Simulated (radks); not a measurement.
Values are calculated unless marked as measured or tabulated.
Spherical quantum dot in the effective-mass picture: electrons in a parabolic well V = omega^2 r^2 / 2 with omega = 0.537, all in effective atomic units (hartree* = m*/eps^2 hartree, bohr* = eps/m* bohr), one dielectric constant everywhere. Level of theory: non-relativistic Kohn-Sham, PBE, spin-polarised, spherical densities (a radial shooting solver with Libxc functionals). Levels are named by radial order and angular momentum (1s, 1p, 1d, 2s, ...), and open shells are averaged over m.

N = 10, configuration 1s2 1p6 1d(up 2, down 0). This is the lowest configuration that the search found. Occupied and some empty levels:

| level | occupation | eigenvalue (hartree*) | <r> (bohr*) |
|---|---|---|---|
| 1s up | 1 | 4.2242 | 2.200 |
| 1s down | 1 | 4.2428 | 2.144 |
| 1p up | 3 | 4.4914 | 2.694 |
| 1p down | 3 | 4.5238 | 2.664 |
| 1d up | 2 | 4.8066 | 3.050 |
| 1d down | 0 | 4.8458 | 3.041 |
| 2s up | 0 | 4.9054 | 2.627 |
| 2s down | 0 | 4.9257 | 2.655 |
| 1f up | 0 | 5.1595 | 3.345 |
| 1f down | 0 | 5.2009 | 3.350 |
| 2p up | 0 | 5.2893 | 3.017 |
| 2p down | 0 | 5.3091 | 3.032 |

Energy (hartree*): total 29.1251, kinetic 4.1262, external 11.159, Hartree 16.917, exchange-correlation -3.0769.
